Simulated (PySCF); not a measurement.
HFSi, charge +1, doublet, at a GFN2-xTB geometry (a state made from the parent by changing its charge; the spin is typed, not shown lowest); DF-HF/def2-SVP (PySCF).

Here is a job for PySCF.
```python
from pyscf import gto, scf

mol = gto.M(
    atom='''
Si   -0.270919   -0.356726    0.337084
H    -1.036664   -1.365046   -0.396130
F     0.536614    0.706579   -0.480339
''',
    basis='def2-svp',
    charge=1,
    spin=1,
    verbose=4,
)

mf = scf.UHF(mol)
mf = mf.density_fit(auxbasis='def2-universal-jkfit')
mf.kernel()
```

Task: Write the output that PySCF gives for this input, abridged.

Result: 
```
PySCF version 2.14.0

[INPUT] verbose = 4
[INPUT] num. atoms = 3
[INPUT] num. electrons = 23
[INPUT] charge = 1
[INPUT] spin (= nelec alpha-beta = 2S) = 1
[INPUT] symmetry False subgroup None
[INPUT] Mole.unit = angstrom
[INPUT] Symbol           X                Y                Z      unit          X                Y                Z       unit  Magmom
[INPUT]  1 Si    -0.270919000000  -0.356726000000   0.337084000000 AA   -0.511962711941  -0.674114441512   0.636996440973 Bohr   0.0
[INPUT]  2 H     -1.036664000000  -1.365046000000  -0.396130000000 AA   -1.959011043196  -2.579563087433  -0.748577209724 Bohr   0.0
[INPUT]  3 F      0.536614000000   0.706579000000  -0.480339000000 AA    1.014053494607   1.335240795369  -0.907709156947 Bohr   0.0

nuclear repulsion = 49.483472773994
number of shells = 17
number of NR pGTOs = 67
number of NR cGTOs = 37
basis = def2-svp
ecp = {}

******** <class 'pyscf.df.df_jk.DFUHF'> ********
method = DFUHF
initial guess = minao
damping factor = 0
level_shift factor = 0
DIIS = <class 'pyscf.scf.diis.CDIIS'>
diis_start_cycle = 1
diis_space = 8
diis_damp = 0
SCF conv_tol = 1e-09
SCF conv_tol_grad = None
SCF max_cycles = 50
direct_scf = False
number electrons alpha = 12  beta = 11
Set gradient conv threshold to 3.16228e-05
******** <class 'pyscf.df.df.DF'> ********
auxbasis = def2-universal-jkfit
init E= -388.625076679403

cycle= 1 E= -388.374744178087  delta_E= 0.25  |g|= 0.364  |ddm|= 1.24
cycle= 2 E= -388.440633832584  delta_E= -0.0659  |g|= 0.216  |ddm|= 0.626
cycle= 3 E= -388.457209267713  delta_E= -0.0166  |g|= 0.0437  |ddm|= 0.16
cycle= 4 E= -388.458947217519  delta_E= -0.00174  |g|= 0.0126  |ddm|= 0.0792
cycle= 5 E= -388.459272598212  delta_E= -0.000325  |g|= 0.00428  |ddm|= 0.042
cycle= 6 E= -388.459321710006  delta_E= -4.91e-05  |g|= 0.00202  |ddm|= 0.0139
cycle= 7 E= -388.459334759646  delta_E= -1.3e-05  |g|= 0.000739  |ddm|= 0.00789
cycle= 8 E= -388.459336430115  delta_E= -1.67e-06  |g|= 0.000202  |ddm|= 0.00334
cycle= 9 E= -388.459336531665  delta_E= -1.02e-07  |g|= 6.45e-05  |ddm|= 0.000815
cycle= 10 E= -388.459336541471  delta_E= -9.81e-09  |g|= 1.65e-05  |ddm|= 0.00026
cycle= 11 E= -388.459336541993  delta_E= -5.22e-10  |g|= 5.42e-06  |ddm|= 5.19e-05
Extra cycle  E= -388.459336542026  delta_E= -3.33e-11  |g|= 3.23e-06  |ddm|= 7.36e-06
converged SCF energy = -388.459336542026  <S^2> = 0.76046076  2S+1 = 2.0104335
```
